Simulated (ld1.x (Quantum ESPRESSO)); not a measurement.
# Before and after: TM potential for Fe (Z = 26)

ld1.x (Quantum ESPRESSO) 7.5 input, shortened:

```
&input
   title='Fe', zed=26., rel=2, dft='PBE', iswitch=3,
   config='[Ar] 3d6 4s2 4p0', rel_dist='average'
 /
 &inputp
   pseudotype=2, tm=.true., lloc=-1, rcloc=1.15,
   nlcc=.true.
 /
3
4S  1  0   2.00   0.00  2.15  2.15  0.0
4P  2  1   0.00   0.00  2.30  2.30  0.0
3D  3  2   6.00   0.00  1.05  1.05  0.0
 &test
   configts(1)='3d6 4s2 4p0'
 /
```

Open shells are filled in proportion to 2j + 1 (rel_dist='average').

All-electron outer shells of the reference configuration (PBE, scalar-relativistic, ld1.x):

```
shell  level (eV)  outermost node (bohr)  outermost maximum (bohr)
   3s      -94.02                   0.33                      0.70
   3p      -60.04                   0.30                      0.72
   3d       -7.50                      –                      0.71
   4s       -5.29                   1.00                      2.41
   4p       -1.33                   1.10                      3.33
```

Change: all radii but the core radius scaled by about 0.88 (s 1.90, p 2.02, d 0.92 bohr); local potential all-electron potential smoothed inside 1.02 bohr (lloc = -1).

Cutoffs: the cutoffs (Ry, on a coarse ladder) from which the occupation-weighted sum of valence levels, in a spherical-Bessel basis at the reference potential, stays within 10 and 1 mRy of its value at 400 Ry; they do not see the model core or the augmentation charge, which bear on the density cutoff. Errors are all-electron minus pseudo energies relative to the spin-unpolarised reference configuration.

**Question.** What does the change do?

**Answer.** The potential gets harder (180 Ry and 260 Ry → 230 Ry and 300 Ry); the bound ghosts move from s to p, s; of the 6 tests that both files solve, the error grows in 0 and shrinks in 1 by more than 15 % and 0.3 meV (median size 29.7 → 24.7 meV). A smaller radius makes the pseudo-wave follow the all-electron one further in, where it bends more sharply, so more plane waves are needed.

| quantity | base | changed |
| --- | --- | --- |
| cutoff, loose | 180 Ry | 230 Ry |
| cutoff, tight | 260 Ry | 300 Ry |
| loose cutoff by channel (10 mRy a level) | s 6 Ry, d 160 Ry | s 12 Ry, d 180 Ry |
| bound ghosts | s | s, p3/2, p1/2 |
| tests counted (converged, no solver errors) | 6 of 7 | 6 of 7 |
| error for 3d6 4s1 4p0, meV [ΔE 8.73 eV] | -7.8 | -7.0 |
| error for 3d6 4s0 4p0, meV [ΔE 24.93 eV] | -50 | -48 |
| error for 3d5 4s0 4p0, meV [ΔE 59.15 eV] | -155 | -167 |
| error for 3d6 4s0 4p2, meV [ΔE 8.45 eV] | +20 | -13 |
| error for 3d6.5 4s1.5 4p0, meV [ΔE -0.73 eV] | -39 | -36 |
| error for 3d6 4s1.5 4p0, meV [ΔE 3.48 eV] | -1.5 | -1.3 |

Base: Tests not counted: 3d5 4s2 4p1 (solver errors, printed error -3.1 eV). These tests converged, but a pseudo level misses the all-electron one widely, so the file describes the atom poorly there or has found another state: 3d6 4s0 4p0: empty 4p by 2.1 eV (a node warning on the way). Changed file: Tests not counted: 3d5 4s2 4p1 (solver errors, printed error -3.0 eV). A true bound ghost makes a file unfit for plane-wave use even where its test errors are small: the radial tests pick states by their node count and pass the ghost by. Where a test does run into it, the solver fails or the error is huge.
